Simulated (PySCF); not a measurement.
## Core binding energy against partial charge

Species: C7H5NS.
Numbering: `[N:1]#[C:2][S:3][c:4]1[cH:5][cH:6][cH:7][cH:8][cH:9]1`

Binding energies: delta-SCF UKS SCAN, pcX-2 on the ionised atom, pcseg-1 elsewhere, spin-free X2C (PySCF). Charges: PBE0/pcSseg-1 ground-state density, for the ionised atom.

```tsv
atom	environment	C 1s (eV)	Mulliken (e)	IAO (e)	Hirshfeld (e)	ESP (e)
C7	aromatic CH carbon	290.88	-0.069	-0.134	-0.033	-0.153
C6	aromatic CH carbon	290.88	-0.090	-0.142	-0.037	-0.186
C5	aromatic CH carbon	290.92	+0.069	-0.138	-0.043	-0.034
C4	substituted aromatic carbon	291.49	-0.449	-0.111	-0.015	+0.069
C2	cyano carbon	292.15	+0.030	-0.044	+0.024	+0.312
```

How well does each charge scheme correlate with the binding energies over these sites?

Hirshfeld: r = 0.98, slope 20.1 eV per e; IAO: r = 0.98, slope 13.4 eV per e; ESP: r = 0.97, slope 2.7 eV per e; Mulliken: r = -0.08, slope -0.2 eV per e. On 5 points no scheme stands out.

The point-charge model writes a binding energy as kq + V + constant, with V the potential of the other atoms' charges at the site. What does it give with the IAO charges?

V = Σ 14.40 eV Å × q/r over all other atoms: +0.66 eV at C7, +0.77 eV at C6, +0.73 eV at C5, -0.06 eV at C4, -1.05 eV at C2. Fitting binding energy − V to q gives k = 32.2 eV per e and leaves an rms residual of 0.22 eV, against 0.11 eV for the fit on q alone. The model has no term for differences in relaxation between sites.

Geometry: PBE0-D3(BJ)/def2-SVP, one conformer, isolated molecule.

Shape of the structure used: `[N:1]#[C:2][S:3][c:4]1[cH:5][cH:6][cH:7][cH:8][cH:9]1`: C2–S3–C4–C5 -94°.
